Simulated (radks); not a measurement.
Charge is removed step by step from the 4s1/2 level of the rubidium ion Rb+, starting from [Kr]. Calculated with a radial shooting solver on a logarithmic mesh with Libxc functionals: Dirac Kohn-Sham, PBE, spin-unpolarised, spherical densities, point nucleus.

removed (e)  E - E(0) (eV)  eigenvalue (eV)  E minus straight line (eV)
0                    0.000          -37.618                       0.000
0.125                4.804          -39.251                      -0.732
0.25                 9.813          -40.900                      -1.259
0.375               15.030          -42.566                      -1.579
0.5                 20.456          -44.248                      -1.689
0.625               26.093          -45.945                      -1.588
0.75                31.943          -47.657                      -1.274
0.875               38.007          -49.384                      -0.745
1                   44.289          -51.124                       0.000

Removing the whole electron costs 44.289 eV by Delta-SCF, against 37.618 eV from minus the eigenvalue at the starting occupation. Slater's transition state (half an electron removed) gives 44.248 eV. Integrating minus the eigenvalue over the occupation (Janak's theorem) gives 44.289 eV. The mean slope of the eigenvalue, de/dn, is 13.5 eV per electron.
